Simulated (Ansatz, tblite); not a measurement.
Spin states of the cluster Tl₂Br, each relaxed with PBE-D4/def2-TZVP in Ansatz. Electronic energies in the gas phase.

In the def2 sets Tl takes a core potential; there is no spin–orbit coupling. The xTB rows come from tblite. LC-ωPBE has ω = 0.4 bohr⁻¹. HSE06 is defined as in plane-wave codes, on full-range PBE exchange. Correlated methods freeze 17 core orbitals; core or outer-core shells of Tl, Br are correlated, in sets that lack core-valence functions. The rows differ in basis, and correlated rows in double-zeta sets carry the largest basis error. The structure comes from a short search, and lower isomers may exist.

Doublet geometry (C2v within 0.1 Å):

```xyz
3

Tl   -0.703   -0.464   -1.714
Tl   -0.449   -0.591    1.759
Br    1.153    1.055   -0.046
```

Quartet geometry (Cs within 0.1 Å):

```xyz
3

Tl   -0.5226   -0.2517   -1.9425
Tl   -0.7135   -0.8351    1.0591
Br    1.2361    1.0867    0.8835
```

⟨S²⟩: doublet 0.75 at PBE0-D4/def2-TZVP (pure 0.75), quartet 3.76 at PBE0-D4/def2-TZVP (pure 3.75).

Only these spin states were relaxed. The quartet has other bonds than the doublet, so the gap mixes isomer and spin.

```
               level  quartet − doublet (kcal/mol)  lowest of these
            GFN2-xTB                         154.6          doublet
        HF/def2-TZVP                          72.9          doublet
    PBE-D4/def2-TZVP                          83.8          doublet
r2SCANh-D4/def2-TZVP                          82.4          doublet
   PBE0-D4/def2-TZVP                          83.5          doublet
  HSE06-D4/def2-TZVP                          83.3          doublet
   RPA@PBE/def2-TZVP                          83.0          doublet
       MP2/def2-TZVP                          90.9          doublet
       CCSD/def2-SVP                          79.4          doublet
```

Question: Estimate the rows for GFN1-xTB, HF/def2-SVP, revPBE-D4/def2-TZVP, r2SCAN-D4/def2-TZVP, LC-ωPBE/def2-TZVP, B2PLYP/def2-TZVP, MP2/def2-SVP, CCSD(T)/def2-SVP.

Answer: 
| level | quartet − doublet (kcal/mol) | lowest of these |
| --- | --- | --- |
| GFN1-xTB | 104.8 | doublet |
| HF/def2-SVP | 74.1 | doublet |
| revPBE-D4/def2-TZVP | 83.7 | doublet |
| r2SCAN-D4/def2-TZVP | 82.5 | doublet |
| LC-ωPBE/def2-TZVP | 83.2 | doublet |
| B2PLYP/def2-TZVP | 86.5 | doublet |
| MP2/def2-SVP | 80.8 | doublet |
| CCSD(T)/def2-SVP | 79.2 | doublet |

The xTB methods have no term that favours high spin, so they put low spin too low.
